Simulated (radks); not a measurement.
The numbers below are computed, except where a source is named.
The ytterbium ion Yb2+, 68 electrons, occupied as [Xe] 4f13 6d1 (not the ground configuration). Level of theory: Dirac Kohn-Sham, BLYP, spin-unpolarised, spherical densities, point nucleus; open shells fill j = l - 1/2 first (a radial shooting solver on a logarithmic mesh with Libxc functionals).

Spin-orbit splittings of the eigenvalues, e(l+1/2) - e(l-1/2), with zeta = 2 splitting/(2l+1) and mean radii in bohr:

shell,occ.,splitting (eV),zeta (eV),<r> j=l-1/2,<r> j=l+1/2
2p,6,1047,698.3,0.06872,0.07622
3p,6,222.3,148.2,0.2061,0.2201
3d,10,48.56,19.42,0.1935,0.1978
4p,6,50.47,33.65,0.4951,0.5274
4d,10,9.208,3.683,0.5521,0.5635
4f,13,1.396,0.3988,0.7268,0.7408
5p,6,6.636,4.424,1.325,1.427
6d,1,0.09317,0.03727,5.506,5.560
